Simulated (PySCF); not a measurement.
Correlation energy of K²⁺ (potassium, charge +2)

[Ne] 3s2 3p5, 2P determinant. Computed with PySCF 2.14 in aug-cc-pVDZ-X2C (6s5p3d, 36 functions), with the spin-free X2C one-electron Hamiltonian (Gaussian nucleus). Frozen: [Ne] 3s2; 5 electrons correlated.

Total MP2 correlation energy: -2.03 mhartree.

Same-spin part -0.64 and opposite-spin part -1.39 mhartree; SCS-MP2 scales them by 1/3 and 6/5 to -1.88 mhartree.

```json
{"level": "CCSD", "correlation energy (mhartree)": "-2.13"}
{"level": "(T)", "correlation energy (mhartree)": "0.00"}
{"level": "CCSD(T)", "correlation energy (mhartree)": "-2.13"}
```

Diagnostics: T1 = 0.00044, D1 = 0.0007, largest double amplitude 0.006.

Cost of the coupled-cluster step: 0.24 s of wall time on 1 thread of Neoverse-V2 (shared host), for 5 correlated electrons.
